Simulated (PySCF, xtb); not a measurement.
Al(OH)3 (AlH₃O₃), SMILES [OH][Al]([OH])[OH]. Other conformers were not sampled.

Harmonic wavenumbers (cm⁻¹) from xtb with GFN2-xTB at its own minimum, in rising order: 204, 205, 298, 380, 380, 393, 440, 441, 447, 674, 906, 907, 3764, 3765, 3765.

Problem. What does PBE-D3(BJ)/def2-SVP run with PySCF 2.14.0 give at its own minimum? (Estimate from the structure and the level; the computed values follow.)

Solution. 223, 223, 266, 287, 320, 321, 593, 617, 617, 684, 928, 928, 3813, 3813, 3814. Paired by order, the mean absolute difference is 66 cm⁻¹ and the zero-point energies are 24.3 and 24.9 kcal/mol.
